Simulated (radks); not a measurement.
Q: Dipole-allowed excitations along the series with 30 electrons in [Ar] 3d10 4s2. All-electron calculation, scalar-relativistic Kohn-Sham, PBE, spin-unpolarised, spherical densities, finite nucleus; Fermi nuclear charge, rms radius of each element as measured or else 0.836 A^(1/3) + 0.57 fm. Program: a radial shooting solver on a logarithmic mesh with Libxc functionals. Time-dependent linear response with the Hartree and adiabatic LDA kernel, continuum included through the Sternheimer equations, no spin-orbit coupling, so fine structure and intercombination lines are absent. Lines are the poles of the dipole polarisability below minus the highest occupied eigenvalue, found on a grid refined at the orbital gaps; the lowest seven at most are given, and weak or close lines can be missed. The first line takes the name of the lowest orbital gap if no other gap lies below it; otherwise a line is named after a gap within 0.6 % of it, if that gap stands alone.

species  -e(HOMO) (eV)  lowest orbital gap (eV)  first line (eV)     f  static alpha (bohr^3)
Ag17+           460.90             4s-4p 43.591   51.552 (4s-4p)  1.28                 0.3893
Cd18+           504.72             4s-4p 46.314   54.622 (4s-4p)  1.26                 0.3424
In19+           550.42             4s-4p 49.123   57.780 (4s-4p)  1.25                 0.3025
Sn20+           598.02             4s-4p 52.025   61.030 (4s-4p)  1.23                 0.2683
Sb21+           647.52             4s-4p 55.025   64.381 (4s-4p)  1.22                 0.2389

Estimate the first line of Pd16+, its oscillator strength and the static polarisability.

A: 48.563 eV (4s-4p), f = 1.29, alpha = 0.4446 bohr^3.
